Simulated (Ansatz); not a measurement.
Total energies of SiHI₃ from Ansatz at PBE0-D4/def2-TZVP, gas phase (1 Eh = 27.2114 eV = 2625.5 kJ/mol). The reference geometry is relaxed at r2SCAN-D4/def2-SVP.

```xyz
5

Si   -0.0930   -0.0216   -0.1276
H    -0.9605   -0.2201   -1.3145
I    -0.2342   -2.0301    1.2627
I    -0.9099    1.9372    1.0900
I     2.1976    0.3346   -0.9106
```

```json
{"state": "charge 0 singlet", "geometry": "reference", "energy (Eh)": "-1183.28075"}
{"state": "charge 1 doublet", "geometry": "reference", "energy (Eh)": "-1182.93698"}
{"state": "free Si atom (triplet)", "geometry": "–", "energy (Eh)": "-289.24943"}
{"state": "free H atom (doublet)", "geometry": "–", "energy (Eh)": "-0.50104"}
{"state": "free I atom (doublet)", "geometry": "–", "energy (Eh)": "-297.69312"}
```

In the def2 sets I takes a core potential; there is no spin–orbit coupling.

(1) Work out the vertical ionisation energy to the doublet.

(2) What is the binding energy per atom against free atoms?

(1) E(charge 1 doublet) − E(charge 0 singlet) = -1182.93698 − (-1183.28075) = 0.34377 Eh = 9.35 eV. For comparison, −ε of the highest occupied level is 7.66 eV at this level, 1.69 eV less.

(2) Atoms: 1 × (-289.24943) + 1 × (-0.50104) + 3 × (-297.69312) = -1182.82983 Eh. Binding: -1182.82983 − (-1183.28075) = 0.45092 Eh = 12.27 eV, or 2.45 eV for each of 5 atoms (no zero-point energy, no counterpoise term).
